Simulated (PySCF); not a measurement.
Excitations are Tamm–Dancoff values on a coarser integration grid. The basis has no diffuse functions, so Rydberg states are missing or too high.

Z-matrix (Å, degrees):
```
In
S 1 2.3722
H 2 1.3439 1 93.06
S 1 2.3756 2 118.53 3 179.50
H 4 1.3435 1 93.32 2 179.20
S 1 2.3794 2 119.47 3 -0.44
H 6 1.3434 1 93.60 2 179.66
```
Charge 0, multiplicity 1.

Task: Estimate the dipole moment, HOMO–LUMO gap and brightest of the four lowest singlets (TDA) that PBE0-D3(BJ)/def2-TZVP (PySCF) returns for this input.

Result: 
- dipole moment: 1.41 D
- HOMO–LUMO gap: 5.87 eV
- brightest of the four lowest singlets (TDA): 5.27 eV
